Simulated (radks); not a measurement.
Charge is removed step by step from the 4f up level of Gd2+, starting from [Xe] 4f(up 7, down 0) 5d1. Method: scalar-relativistic Kohn-Sham, r2SCAN, spin-polarised, spherical densities, finite nucleus; open shells are filled with parallel spins first (spin-orbit coupling, left out, can overturn this in heavy ions); meta-GGA in the generalised Kohn-Sham scheme; Fermi nuclear charge, rms radius 5.1569 fm; computed with a radial shooting solver on a logarithmic mesh with Libxc functionals.

removed (e) = 0: E - E(0) (eV) 0.000; eigenvalue (eV) -24.645; E minus straight line (eV) 0.000
removed (e) = 0.125: E - E(0) (eV) 3.221; eigenvalue (eV) -26.815; E minus straight line (eV) -0.995
removed (e) = 0.25: E - E(0) (eV) 6.717; eigenvalue (eV) -29.029; E minus straight line (eV) -1.716
removed (e) = 0.375: E - E(0) (eV) 10.492; eigenvalue (eV) -31.285; E minus straight line (eV) -2.158
removed (e) = 0.5: E - E(0) (eV) 14.551; eigenvalue (eV) -33.581; E minus straight line (eV) -2.314
removed (e) = 0.625: E - E(0) (eV) 18.900; eigenvalue (eV) -35.916; E minus straight line (eV) -2.182
removed (e) = 0.75: E - E(0) (eV) 23.543; eigenvalue (eV) -38.289; E minus straight line (eV) -1.755
removed (e) = 0.875: E - E(0) (eV) 28.486; eigenvalue (eV) -40.698; E minus straight line (eV) -1.029
removed (e) = 1: E - E(0) (eV) 33.731; eigenvalue (eV) -43.144; E minus straight line (eV) 0.000

Removing the whole electron costs 33.731 eV by Delta-SCF, against 24.645 eV from minus the eigenvalue at the starting occupation. Slater's transition state (half an electron removed) gives 33.581 eV. Integrating minus the eigenvalue over the occupation (Janak's theorem) gives 33.685 eV. In this scalar-relativistic scheme the density is built from large components alone, so the theorem holds only approximately. The mean slope of the eigenvalue, de/dn, is 18.5 eV per electron.
